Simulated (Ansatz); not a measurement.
Dimethylphenylsulfonium iodide, `C[S+](C)c1ccccc1.[I-]` was relaxed with PBE0-D4 (def2-SVP) in Ansatz in these states: charge -1 doublet, neutral singlet. The geometries follow in no particular order.

In the def2 sets I takes a core potential; there is no spin–orbit coupling.

A:

```xyz
21

C     1.261   -0.962    1.805
S     0.661   -1.212    0.093
C     2.199   -0.648   -0.724
C    -0.579   -0.097   -0.231
C    -1.824   -0.588   -0.747
C    -2.857    0.275   -1.019
C    -2.726    1.677   -0.799
C    -1.506    2.161   -0.293
C    -0.446    1.322   -0.007
H     0.452   -1.296    2.468
H     2.172   -1.582    1.922
H     1.478    0.103    1.966
H     3.017   -1.299   -0.356
H     2.037   -0.767   -1.803
H     2.383    0.406   -0.474
H    -1.939   -1.662   -0.921
H    -3.796   -0.128   -1.412
H    -3.551    2.357   -1.017
H    -1.387    3.236   -0.116
H     0.488    1.734    0.386
I     4.464   -3.030    1.277
```

B:

```
atom   x (Å)   y (Å)   z (Å)
  C1   0.532   2.126  -0.981
  S2   1.366   0.650  -0.369
  C3   1.505  -0.390  -1.834
  C4  -0.040  -0.170   0.448
  C5   0.182  -0.513   1.781
  C6  -0.827  -1.145   2.507
  C7  -2.047  -1.430   1.899
  C8  -2.263  -1.085   0.563
  C9  -1.261  -0.452  -0.167
 H10   0.308   2.737  -0.096
 H11   1.279   2.631  -1.613
 H12  -0.387   1.854  -1.516
 H13   2.272   0.100  -2.454
 H14   1.862  -1.366  -1.483
 H15   0.533  -0.481  -2.335
 H16   1.144  -0.284   2.249
 H17  -0.656  -1.415   3.551
 H18  -2.838  -1.926   2.467
 H19  -3.220  -1.309   0.087
 H20  -1.445  -0.188  -1.211
 I21   4.002   2.057  -1.493
```

Judge from the bond lengths which geometry belongs to which state (an estimate).

A is the charge -1 doublet (S2–C4 1.699 Å, C4–C9 1.443 Å, C4–C5 1.434 Å); B is the neutral singlet (S2–C4 1.821 Å, C4–C9 1.396 Å, C4–C5 1.394 Å).

At PBE0-D4/def2-SVP the highest occupied level of the relaxed charge -1 doublet lies above zero (up to 0.14 eV). By energy differences its removal costs 1.09 eV (each at its own geometry, to the charge 0 singlet, at PBE0-D4/def2-TZVP). The charge -1 doublet has come apart into loosely held pieces.
